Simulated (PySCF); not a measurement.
CClF2, charge +1, multiplicity 1. Atoms are numbered in the order given.

```xyz
4

F      0.0000     1.0592    -1.0414
C      0.0000     0.0000    -0.3777
F      0.0000    -1.0592    -1.0414
Cl     0.0000     0.0000     1.2360
```
Charge +1, spin multiplicity 1.

The structure is a stationary point at ωB97X-D3(BJ)/def2-TZVP. The spin state was assumed, not searched. The isomer is the one that the SMILES or the coordinates give; other isomers of the formula were not compared.

The numbers are results of PySCF with PBE/pcSseg-2, not measurements.

GIAO shieldings, no solvent; atoms alike by connectivity are averaged. δ = σ(ref) − σ: ¹⁹F against CFCl3 (σ = 132.0 ppm); ¹³C against TMS (σ = 181.4 ppm); ³⁵Cl against HCl (σ = 936.5 ppm), references at their B3LYP-D3(BJ)/def2-TZVP geometries, non-relativistic (without spin–orbit terms, shifts of atoms bonded to Cl or Br come out too high).

| atoms | nucleus | count | δ (ppm) |
|---|---|---|---|
| F1, F3 | ¹⁹F | 2 | 106.9 |
| C2 | ¹³C | 1 | 196.0 |
| Cl4 | ³⁵Cl | 1 | (withheld) |

Q: Some entries are withheld; supply them. (Estimate from the structure and the level; the computed values follow.)

A: 
- Cl4, δ (ppm): 550.0
